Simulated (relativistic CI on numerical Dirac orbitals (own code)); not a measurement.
**Hg⁴⁺: O2,3 absorption edge**

Computed with this model: Dirac-Coulomb-Breit CI, KLI orbitals optimised for each configuration, QED by a radiative potential, valence Slater integrals scaled by 0.8, multiplet model of core-to-valence dipole absorption; configurations [Xe] 4f14 5d8 → [Kr] 4d10 4f14 5s2 5p5 5d9; 300 K; Lorentzian 0.6 eV and Gaussian 0.3 eV FWHM. Energies are those of the free ion, without screening or charge transfer. The branching ratio is the share of the lower-energy edge in the whole absorption, uncertain by about 0.02 where the edges overlap. S is read from ⟨S²⟩ = S(S + 1).

Field parameters in Wybourne normalisation: D4h B²₀ = −7Ds, B⁴₀ = 21(Dq − Dt), B⁴₄ = 21√(5/14) Dq. The field is a parameter set, without covalency.

free ion: ground-state S = 0.96, centroid 62.19 eV. Peaks (eV, height): 59.2 (61), 62.2 (100), 65.6 (43).

D4h, 10Dq = 32700, Ds = -1500, Dt = 770 cm⁻¹: ground-state S = 0.99, centroid 65.95 eV. Peaks (eV, height): 62.2 (100), 63.3 (82), 65.2 (31), 66.8 (32), 69.4 (15), 70.3 (7), 81.7 (21), 83.8 (19).

D4h, 10Dq = 32700, Ds = -860, Dt = 770 cm⁻¹: ground-state S = 0.99, centroid 65.96 eV. Peaks (eV, height): 62.1 (100), 63.3 (76), 65.3 (28), 66.8 (32), 69.4 (14), 81.6 (20), 83.8 (19).

D4h, 10Dq = 32700, Ds = 1070, Dt = 770 cm⁻¹: ground-state S = 0.99, centroid 65.96 eV. Peaks (eV, height): 61.6 (85), 62.2 (100), 63.4 (77), 65.3 (32), 66.8 (29), 67.9 (14), 69.5 (17), 81.1 (12), 82.0 (15), 83.7 (17).

D4h, 10Dq = 32700, Ds = 1710, Dt = 770 cm⁻¹: ground-state S = 0.99, centroid 65.95 eV. Peaks (eV, height): 61.4 (89), 62.4 (100), 63.5 (78), 65.3 (34), 66.2 (24), 66.7 (27), 67.9 (15), 69.5 (19), 80.9 (12), 82.1 (15), 83.7 (17).

D4h, 10Dq = 32700, Ds = 2360, Dt = 770 cm⁻¹: ground-state S = 0.99, centroid 65.94 eV. Peaks (eV, height): 61.3 (93), 62.6 (100), 63.5 (78), 65.3 (36), 66.1 (26), 66.6 (26), 67.9 (16), 69.5 (20), 80.8 (12), 82.3 (14), 83.7 (17), 84.5 (10).

Strongest unbroadened transitions for D4h, 10Dq = 32700, Ds = -1500, Dt = 770 cm⁻¹:

```
Energy (eV)  Relative strength
      61.31               54.8
      61.56               39.0
      61.66               20.7
      61.77               38.3
      61.96               59.2
      62.11               39.7
      62.13               54.7
      62.50               52.7
      62.52               87.7
      62.53               26.0
      63.33               94.2
      63.34              100.0
      65.19               23.8
      65.20               32.2
      66.85               23.0
      66.87               36.7
      81.68               21.9
      83.89               25.3
```
